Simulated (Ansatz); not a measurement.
CH5FOSi2 can be A, `FC1O[SiH2][SiH2]1`, or B, `F[Si@@H]1O[C@H]1[SiH3]`.

Calculated with Ansatz (gas phase, PBE0-D4/def2-TZVP geometries, no zero-point term in ΔE). CBS: MP2 limit from def2 TZ/QZ plus the TZ coupled-cluster correction, frozen cores. DFT in def2-TZVPP. B3LYP here is the variant with VWN-RPA as its local correlation; programs differ in this.

(1) Which isomer does CCSD(T)/CBS put lower? Give the gap. (An estimate is asked.)

(2) Give E(B) − E(A) in kcal/mol with PBE0-D4, ωB97M-V, MP2/def2-TZVPP, CCSD/def2-TZVPP, r2SCAN-D4, B3LYP-D4, B3LYP. (Estimate.)

Largest T1 diagnostic: 0.014.

Results:

(1) The calculation gave: B, by 32.9 kcal/mol.

(2) The calculation gave: PBE0-D4 -27.2, ωB97M-V -31.3, MP2/def2-TZVPP -35.7, CCSD/def2-TZVPP -32.2, r2SCAN-D4 -31.0, B3LYP-D4 -30.6, B3LYP -30.9. None reverses the order clearly.
